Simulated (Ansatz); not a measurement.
Frontier orbitals of GeH₅ISSi, SMILES `[GeH3][S][SiH2]I`.

Z-matrix (Å, degrees):
```
Ge
S 1 2.234
H 1 1.531 2 104.9
H 1 1.536 2 109.6 3 119.5
H 1 1.536 2 109.6 3 -119.5
Si 2 2.120 1 97.3 3 -179.9
I 6 2.433 2 107.7 1 178.7
H 6 1.483 2 111.6 1 -62.7
H 6 1.483 2 111.5 1 60.1
```

Total charge 0; spin multiplicity 1. Correlated methods include outer-core shells of Ge, I, which these sets cover unevenly. Scalar relativity is left out up to krypton. I: def2 effective core potential. The geometry is a stationary point of PBE0-D4/def2-TZVP. It is one conformer, not always the lowest. Basis def2-TZVPP, the Gaussian-basis code of Ansatz.

Orbital energies of one run (eV). Highest occupied ones, from the top: -10.28, -10.33, -10.35, -11.56, -12.05, -13.04, -13.32, -13.63, -14.01, -17.93, -19.31, -23.05, -24.28, -36.15. Empty: 1.13, 1.80, 2.15, 2.74, 3.02, 3.34.

Problem. Which functional gave them?
A. r2SCAN0
B. r2SCANh
C. revPBE
D. LC-ωPBE

Solution. D. HOMO energies: LC-ωPBE -10.28, r2SCAN0 -7.81, r2SCANh -7.15, revPBE -6.37 eV.

LC-ωPBE has ω = 0.4 bohr⁻¹.
